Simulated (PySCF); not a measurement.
CH₃OS, SMILES C[S]=O (connectivity only; charge and spin as stated), charge -1, multiplicity 1.

Geometry: B3LYP-D3(BJ)/def2-SVPD. The multiplicity is an assumed one; other spin states were not compared. The isomer is the one that the SMILES or the coordinates give; other isomers of the formula were not compared.

The numbers are results of SMD-PBE0/def2-SVPD (PySCF), not measurements.

Solvation free energies are E(SMD) − E(gas) at the gas-phase geometry, for 1 M in both phases.

```tsv
solvent	ΔG(solv) (kcal/mol)	its non-electrostatic (CDS) part
water	-69.3	1.3
acetonitrile	-60.1	-0.8
chlorobenzene	-49.8	-1.5
```
